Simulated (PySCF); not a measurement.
Orbital picture of GaS

PBE0 at R = 2.078 Å; Ga def2-SVP, S def2-SVP; no relativity (PySCF 2.14). State: quartet, unpaired electrons σ ↑, π ↑↑, a mixture of terms (⟨Lz²⟩ = 2.0), a second solution, started from another occupation. Only the outer orbitals are listed, counted within each symmetry.

```
spin  orbital  occ.  ε (eV)  on Ga (%)           main shells (%)
   α      10σ     1  -20.64         16                    83 S s
   α      11σ     1  -12.04         50           49 Ga s, 42 S p
   α       5π     1   -9.97          8                    92 S p
   α       5π     1   -8.66         11            89 S p, 9 Ga p
   α      12σ     1   -7.96         66  41 Ga s, 34 S p, 25 Ga p
   α       6π     1   -3.84         93                   92 Ga p
   α       6π     0   -1.78         91            90 Ga p, 9 S p
   α      13σ     0    0.99        108          92 Ga p, 13 Ga s
   α      14σ     0    2.53         95                   95 Ga s
   β      10σ     1  -18.91         16                    83 S s
   β      11σ     1  -10.48         42    49 S p, 38 Ga s, 9 S s
   β       5π     1   -8.13         11            89 S p, 9 Ga p
   β       5π     0   -5.11         14           86 S p, 12 Ga p
   β      12σ     0   -4.23         75  55 Ga s, 25 S p, 20 Ga p
   β       6π     0   -0.78         91            91 Ga p, 8 S p
```

**Question.** Which are the highest filled and the lowest empty level, where do they sit, and how wide is the gap?

**Answer.** Highest filled α 6π at -3.84 eV (in %: 92 Ga p); lowest empty β 5π at -5.11 eV (in %: 86 S p, 12 Ga p); the gap at PBE0 is -1.27 eV.

```
bond order (Mayer)                              : 1.29
⟨S²⟩                                            : 3.755
charge on Ga (Mulliken, basis-dependent)        : -0.02
charge on Ga (Löwdin, basis-dependent)          : -0.25
dipole moment (positive dipole means Ga(−)S(+)) : -0.19 D
```

Shares are Mulliken populations and can fall outside 0 to 100 %.

Spin–orbit coupling is left out. Counting both spins, an empty level lies below a filled one in this solution, because spin and occupation are held.
